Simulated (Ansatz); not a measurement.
Cartesian coordinates in Å:
```
C -0.704 0.793 0.834
Ge -0.358 -1.024 0.232
S 1.697 -1.155 -0.655
S 1.485 0.170 -2.217
H -1.712 0.864 1.247
H 0.017 1.078 1.601
H -0.623 1.479 -0.010
H -1.367 -1.463 -0.843
H -0.335 -2.029 1.399
H 1.900 1.287 -1.589
```

Total charge 0; spin multiplicity 1.

**Question.** List the B3LYP/def2-TZVPP orbital energies in eV (the Gaussian-basis code of Ansatz). (Estimate.)

**Answer.** Ansatz gave: Occupied: -10850.51, -2418.59, -2418.21, -1354.87, -1205.79, -1205.76, -1205.75, -276.90, -216.52, -216.16, -169.42, -161.11, -161.01, -160.84, -160.76, -160.63, -160.50, -119.72, -119.64, -119.62, -33.27, -33.24, -33.21, -33.15, -33.14, -21.72, -19.42, -17.83, -14.45, -11.90, -11.60, -11.42, -10.02, -9.65, -9.34, -8.90, -6.98, -6.80. Lowest empty: -1.12, -0.01, 0.12, 0.83, 1.11, 1.80, 2.31, 2.64.

B3LYP here is the variant with VWN-RPA as its local correlation; programs differ in this.
